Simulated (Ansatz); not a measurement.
Species: MoH (charge 0, sextet). The spin state was set by rule; other spins were not relaxed. 
Coordinates optimised at B3LYP-D3(BJ)/def2-TZVP (Ansatz, a program for electronic structure):
SMILES: [MoH]
```xyz
2

Mo     0.0000     0.0000    -0.0400
H      0.0000     0.0000     1.6801
```
Charge 0, spin multiplicity 6.

Computed values are from Ansatz. Correlated levels leave the core frozen unless marked. UHF or UKS for open shells. No spin-orbit coupling. The frozen core is the preceding noble-gas configuration, with the filled d and f shells of earlier blocks. In def2 rows, elements after Kr have scalar-relativistic effective core potentials. CBS(X,Y): correlation extrapolated as X^-3; Hartree-Fock from the larger set.

Task: What is the total energy at CCSD(T)/CBS(def2-TZVPPD,def2-QZVPPD)?

Result: -68.2536 Eh.

Task: What is the T1 diagnostic at CCSD/def2-QZVPPD?

Result: 0.029.

Task: What is the dipole moment at CCSD(T)/def2-SVPD?

Result: 3.05 D.

Task: What is the atomisation energy De at CCSD(T)/CBS(def2-TZVPPD,def2-QZVPPD)?

Result: 55.9 kcal/mol.
